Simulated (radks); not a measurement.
Values are calculated unless marked as measured or tabulated.
All-electron atom: La3.4+ in [Kr] 4d9.6 5s2 5p6 (fractional occupations, a model configuration). Code: a radial shooting solver on a logarithmic mesh with Libxc functionals. Model: Dirac Kohn-Sham, PBE, spin-unpolarised, spherical densities, point nucleus; open shells are shared between the two j in proportion to 2j + 1.

X-ray form factor f0, the Fourier transform of the density (f0(0) = 53.6):

| sin(theta)/lambda (1/angstrom) | f0 (electrons) |
|---|---|
| 0.05 | 52.924 |
| 0.1 | 51.040 |
| 0.15 | 48.315 |
| 0.2 | 45.196 |
| 0.25 | 42.062 |
| 0.3 | 39.153 |
| 0.4 | 34.282 |
| 0.5 | 30.435 |
| 0.6 | 27.208 |
| 0.8 | 22.075 |
| 1 | 18.582 |
| 1.25 | 15.721 |
| 1.5 | 13.467 |
| 2 | 9.547 |
